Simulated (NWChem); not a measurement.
CH5Cl2FSi2; SMILES C[Si@H](F)[SiH](Cl)Cl

```xyz
11

C     -0.7639    -2.7165    -0.5621
Si     0.6067    -1.4950    -0.2487
F      1.0558    -1.5770     1.3178
Si    -0.1321     0.7032    -0.6139
Cl     1.2982     2.0505     0.0254
Cl    -1.8737     0.9637     0.4798
H     -1.0315    -2.7328    -1.6308
H     -0.4510    -3.7316    -0.2719
H     -1.6613    -2.4477     0.0155
H      1.8141    -1.7795    -1.0787
H     -0.4506     1.0273    -2.0325
```
Atoms are numbered in this order, from 1.

Results from NWChem. Geometry: optimised at PBE0/def2-SVP.

Q: Among these, which level gives the highest value of “orbital gap (eV)”?
A) PBE/def2-TZVP
B) B3LYP/def2-TZVP
C) TPSSh/def2-TZVP
D) Hartree-Fock/def2-TZVP

A: D, Hartree-Fock/def2-TZVP. Values: PBE/def2-TZVP 5.02; TPSSh/def2-TZVP 6.19; B3LYP/def2-TZVP 6.75; Hartree-Fock/def2-TZVP 13.38
